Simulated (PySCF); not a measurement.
PySCF input file for 3-fluoro-3-methylbut-1-yne (C5H7F), SMILES C#CC(C)(C)F, C-PCM-M06-2X/def2-SVP. Geometry optimised at TPSSh-D3(BJ)/def2-SVP.

```python
import numpy as np
from pyscf import gto, scf, dft
from pyscf.solvent import pcm

mol = gto.M(
    atom='''
    C     2.37730415   -0.08172906   -0.00000000
    C     1.16592792   -0.01860935    0.00000000
    C    -0.30640844    0.02287668    0.00000000
    C    -0.87336785   -0.60443726   -1.27392121
    C    -0.87336784   -0.60443724    1.27392122
    F    -0.69997287    1.37441590   -0.00000001
    H     3.44992145   -0.12664220   -0.00000001
    H    -0.48056215   -0.07822822   -2.15487809
    H    -0.59474745   -1.66615722   -1.33953956
    H    -1.97003703   -0.51815641   -1.26314367
    H    -1.97003702   -0.51815639    1.26314369
    H    -0.59474744   -1.66615719    1.33953960
    H    -0.48056215   -0.07822819    2.15487810
    ''',
    basis='def2-SVP',
    charge=0,
    spin=0,
    max_memory=1600,
    verbose=3,
)
mf = dft.RKS(mol, xc='m06-2x').density_fit(auxbasis='def2-universal-jkfit')
mf.grids.level = 4
mf.conv_tol = 1e-9
mf.max_cycle = 100
mf.kernel()
res = {}
for name, eps in {'water': 78.355, '2-propanol': 19.264, 'acetone': 20.493}.items():
    s = mf.PCM()
    s.with_solvent.method, s.with_solvent.eps, s.with_solvent.lebedev_order = 'C-PCM', eps, 29
    s.kernel(mf.make_rdm1())
    res[name] = (s.e_tot, eps, s.dip_moment(), s.mo_energy, s.converged)
    print(f'{name}: electrostatic solvation free energy {(s.e_tot - mf.e_tot) * 627.509474:.3f} kcal/mol')
```

Output:

```
converged SCF energy = -294.164894726103

WARN: PCM is an experimental feature. It is still in testing.
Features and APIs may be changed in the future.

converged SCF energy = -294.172129155996
Dipole moment(X, Y, Z, Debye):  0.20014, -2.42892,  0.00000
water: electrostatic solvation free energy -4.540 kcal/mol

WARN: PCM is an experimental feature. It is still in testing.
Features and APIs may be changed in the future.

converged SCF energy = -294.171805864475
Dipole moment(X, Y, Z, Debye):  0.19990, -2.40459,  0.00000
2-propanol: electrostatic solvation free energy -4.337 kcal/mol

WARN: PCM is an experimental feature. It is still in testing.
Features and APIs may be changed in the future.

converged SCF energy = -294.171831442551
Dipole moment(X, Y, Z, Debye):  0.19992, -2.40650,  0.00000
acetone: electrostatic solvation free energy -4.353 kcal/mol
```

The calculation finished and met its thresholds.

Cost: very roughly 5 core-minutes.
